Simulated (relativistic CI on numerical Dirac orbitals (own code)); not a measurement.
**Cd³⁺: L2,3 absorption edge**

Computed with this model: Dirac-Coulomb-Breit CI, separate exchange-only KLI orbitals for each configuration, QED by a radiative potential, multiplet model of core-to-valence dipole absorption, unscaled Slater integrals; configurations [Kr] 4d9 → [He] 2s2 2p5 3s2 3p6 3d10 4s2 4p6 4d10; 80 K; Lorentzian 1.6 eV and Gaussian 0.5 eV FWHM. Energies are those of the free ion, without screening or charge transfer. The branching ratio is the share of the lower-energy edge in the whole absorption, uncertain by about 0.02 where the edges overlap. S is read from ⟨S²⟩ = S(S + 1).

Field parameters in Wybourne normalisation: D3d B²₀ = −7Dσ, B⁴₀ = −14Dq − 21Dτ, B⁴₃ = −14√(10/7) Dq; D4h B²₀ = −7Ds, B⁴₀ = 21(Dq − Dt), B⁴₄ = 21√(5/14) Dq; Oh B⁴₀ = 21Dq, B⁴₄ = √(5/14) B⁴₀; Td as Oh with Dq negative (B⁴₀ = 21Dq, B⁴₄ = √(5/14) B⁴₀). The field is a parameter set, without covalency.

Case Oh, 10Dq = 25150 cm⁻¹, the dichroism is that of the ground state at zero temperature, magnetised by exchange field 10 meV on Sz. The dichroism I(Δm = −1) − I(Δm = +1), over the sum of the three polarisations, integrates to -0.4270 on the lower edge and 0.2346 on the upper edge. The branching ratio is 0.765.

Problem. Use the orbital sum rule with 1 holes to get ⟨Lz⟩.

Solution. For a p → d edge ⟨Lz⟩ = 2 × n_h × (sum of both integrals) in this sign convention = -0.38; the ground state itself has ⟨Lz⟩ = -0.33 and ⟨Sz⟩ = -0.50. The rule assumes one radial integral for both edges, which relativistic orbitals only approach.
